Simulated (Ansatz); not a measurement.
Ideal-gas functions of `F[SiH]1CC1` at 500 K and 1 bar, from an Ansatz frequency run at PBE0-D4/def2-TZVP.

Molar mass 76.15 g/mol, point group Cs (symmetry number 1), electronic degeneracy 1, moments of inertia 38.221, 115.455, 119.8 u Å². Harmonic wavenumbers (cm⁻¹, unscaled): 221, 234, 513, 630, 696, 707, 732, 773, 868, 919, 965, 1027, 1032, 1186, 1406, 1421, 2289, 3131, 3133, 3202, 3217.

Use S(trans) = R[1.5 ln M + 2.5 ln T − 1.1517]; rotational temperatures θ = 24.2544 K / I; S(rot) = R[ln(√π/σ · √(T³/θAθBθC)) + 1.5]; for each mode x = 1.438777 ν̃/T, S = R[x/(eˣ − 1) − ln(1 − e⁻ˣ)] and H = RT x/(eˣ − 1); 1 cm⁻¹ = 0.0119627 kJ/mol; R = 8.31446 J/(mol·K).

**Question.** By hand: the entropy, in J/(mol·K).

**Answer.** Translation 173.6. Rotation: θ = 0.6346, 0.2101, 0.2025 K, giving 109.8. Vibration, mode by mode: 12.22, 11.76, 5.79, 4.42, 3.80, 3.71, 3.50, 3.19, 2.58, 2.29, 2.07, 1.79, 1.77, 1.25, 0.75, 0.72, 0.09, 0.01, 0.01, 0.01, 0.01, in all 61.7. Electronic 0.0. Sum 345.1 J/(mol·K).

**Question.** By hand: H − E and G − E in kJ/mol, counted from the electronic energy.

**Answer.** Zero-point energy ½ × 28302 × 0.0119627 = 169.3; thermal vibration 19.1; translation, rotation and pV give 4 RT = 16.6. H − E = 205.0 kJ/mol, and G − E = 205.0 − 500 × 345.1/1000 = 32.4 kJ/mol.

Vibration gives 18 % of the entropy.
